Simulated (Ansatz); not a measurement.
`O=C/C=[CH]/[AlH2]`, relaxed with RKS PBE0-D4/def2-TZVP in the Gaussian-basis code of Ansatz from a PBE-D4/def2-SVP geometry. The force threshold is 0.005 eV/Å; the program also tests the step.

The species carries charge 0 and has multiplicity 1.

Start:

```xyz
10

O    -0.671   -1.212   -2.365
C    -1.311   -0.895   -1.377
C    -0.723   -0.228   -0.174
C     0.599    0.083   -0.093
Al    1.398    0.956    1.473
H    -2.423   -1.095   -1.317
H    -1.432   -0.004    0.646
H     1.180   -0.205   -0.994
H     2.960    1.289    1.509
H     0.422    1.311    2.692
```

By how much does the energy fall, and how many steps does the optimiser take? (An estimate is asked.)

Ansatz gave: 4.94 kJ/mol, in 7 steps, 1 of them rejected.

Which bonds change most? (An estimate is asked.)

Ansatz gave: C2–H6 from 1.131 to 1.110 Å; C3–C4 from 1.361 to 1.340 Å; C4–H8 from 1.110 to 1.091 Å; C3–H7 from 1.107 to 1.090 Å.

Give the relaxed structure. (An estimate is asked.)

Ansatz gave: 
```xyz
10

O    -0.707   -1.207   -2.341
C    -1.309   -0.882   -1.351
C    -0.687   -0.221   -0.176
C     0.619    0.073   -0.120
Al    1.376    0.941    1.451
H    -2.400   -1.070   -1.270
H    -1.363    0.012    0.646
H     1.189   -0.211   -1.006
H     2.917    1.296    1.536
H     0.366    1.268    2.630
```
